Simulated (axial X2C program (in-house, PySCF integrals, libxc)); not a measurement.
# TiF⁺: bond constants with and without spin–orbit coupling

Computed with an in-house relativistic program for diatomic molecules. Spin-free means the one-electron spin-free X2C Hamiltonian; two-component (2c) means X2C with spin–orbit coupling and atomic mean-field two-electron Coulomb and Gaunt terms, so the difference of the two also holds small scalar two-electron terms. Basis: Ti dyall-cv3z [10s10p6d4f2g], F dyall-av3z [7s6p3d2f] (cores contracted in-house); Gaussian nuclei, density fitting, unrestricted open shells. Masses: Ti 47.948 u, F 18.998 u.

Input file and command:
```json
{"zs": [22, 9], "q": 1, "bas": ["dyall-cv3z", "dyall-av3z"], "levels": ["PBE0", "HF", "PW91"], "cc": true, "r0": 2.0, "thr": -1.0, "nmax": 90, "npts": 10, "nst": 2, "ntry": 6}
```
```bash
python so2c.py task.json out
```

Keys: zs atomic numbers; q charge; bas basis sets; levels methods; cc coupled cluster on or off; r0 starting distance in Å; thr threshold in hartree for freezing inner shells (an s shell follows its p shell); nmax most natural virtual spinors; npts points on the curve; nst determinants followed; ntry starts of the search. HF also brings MP2.

State, spin-free: M_S = 1, Λ = 0 (beyond evenly filled blocks: δ+α, δ-α); electrons by block: σα: 8, σβ: 8, π+α: 3, π+β: 3, π-α: 3, π-β: 3, δ+α: 1, δ-α: 1. Fragments: Ti+ + F.

State, 2c: Ω = 1 (⟨Sz⟩ = 1.00, ⟨Lz⟩ = 0.00 at PBE0); electrons by block: 1/2: 11, -1/2: 11, 3/2: 3, -3/2: 4, 5/2: 1. Fragments: Ti+ + F.

```
Hamiltonian  level  Re (Å)  ωe (cm⁻¹)  αe (cm⁻¹)  De (eV)  μ (D)
  spin-free   PBE0   1.716      814.3    0.00249     5.62  -6.17
  spin-free     HF   1.755      788.0    0.00228     2.91  -7.66
  spin-free    MP2   1.751      772.6    0.00238     5.48    n/a
  spin-free   PW91   1.720      798.2     0.0026     6.25  -5.64
         2c   PBE0   1.716      814.3    0.00249      n/a  -6.17
         2c     HF   1.755      787.9    0.00228      n/a  -7.65
         2c    MP2   1.751      772.6    0.00238      n/a    n/a
         2c   PW91   1.720      798.2     0.0026      n/a  -5.64
```

Correlated methods: 10 electrons correlated (number of frozen shells: Ti 3 s, 2 p; F 1 s), 280 virtual spin orbitals or spinors in MP2.

Dipoles are positive if F is the positive end and refer to the centre of mass.

The state is a single determinant with fixed occupations, the lowest that a limited PBE0 search found. De is counted from the lowest determinant-based energies of the atoms at the same level, without counterpoise correction. De is not given where an atomic determinant may have missed its ground term or J level, or where the truncated virtual space spoils (T). Density functionals use the spin component along the axis (collinear). PBE0 can misorder states that lie within some tenths of an eV, so this need not be the ground state of the molecule. The nearest other spin-free determinant of the search, M_S = 1, Λ = 2, lies 0.32 eV up at the distance of the search. The functionals have no current-density term, which raises determinants with orbital currents, atoms included. With several unpaired electrons one determinant need not be a pure state. The outer-core s and p shells of the metal are frozen in the correlated rows, which leaves out core–valence correlation; for alkali and alkaline-earth bonds that tends to lengthen them. Open-shell Ω = 0 determinants with evenly filled partner blocks cannot be reached by this program, so the Ω shown need not be the lowest component. At some level and bond length an empty orbital lies below a filled one.

No reliable constants came from CCSD (2c), CCSD (spin-free), CCSD(T) (2c), CCSD(T) (spin-free): no minimum in range, unconverged points, a curve that is not smooth, a change of character along it, or the two Hamiltonians disagreeing along it.

Rough cost a point (2c) on 1 thread(s) of a shared host, integrals apart: PBE0 0.6 s, HF 0.4 s, PW91 0.5 s.

The whole task took 3.5 min on 1 thread of Intel(R) Xeon(R) Processor @ 2.30GHz (shared host).
